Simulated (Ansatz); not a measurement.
A series at Nb: from `[O]=[Nb]([F])([F])[F]`, ligands are replaced one by one, each step taking up H₂O and setting free H–F; n counts the steps. Ansatz, PBE0-D4/def2-TZVP geometries. Each molecule was computed in one conformer, which needn't be the lowest.

```json
{"n": "0", "molecule": "`[O]=[Nb]([F])([F])[F]`", "zero-point energy, PBE0-D4/def2-TZVP (kJ/mol)": "25.8"}
{"n": "1", "molecule": "`[O]=[Nb]([OH])([F])[F]`", "zero-point energy, PBE0-D4/def2-TZVP (kJ/mol)": "55.0"}
{"n": "2", "molecule": "`[O]=[Nb]([OH])([OH])[F]`", "zero-point energy, PBE0-D4/def2-TZVP (kJ/mol)": "83.6"}
{"n": "3", "molecule": "`[O]=[Nb]([OH])([OH])[OH]`", "zero-point energy, PBE0-D4/def2-TZVP (kJ/mol)": "?"}
```

Question: By hand: fit a straight line y = ȳ + b (n − n̄) to the 3 given rows and predict n = 3.

Answer: n̄ = 1.000, ȳ = 54.80; Σ(n − n̄)(y − ȳ) = 57.80, Σ(n − n̄)² = 2.000, so b = 28.90 kJ/mol a step. Prediction: 54.80 + (28.90) × (2.000) = 112.6 kJ/mol.

Question: By hand: compare with the computed value, 111.7 kJ/mol, and give the steps along the whole series.

Answer: The line misses by -0.9 kJ/mol (computed minus predicted). Steps: 29.2, 28.6, 28.1 kJ/mol.

The steps differ by at most 1.1 kJ/mol, 3.8 % of a mean step, so the ligands' effects nearly add and a line is close. The miss is 1.0 % of the series' range.
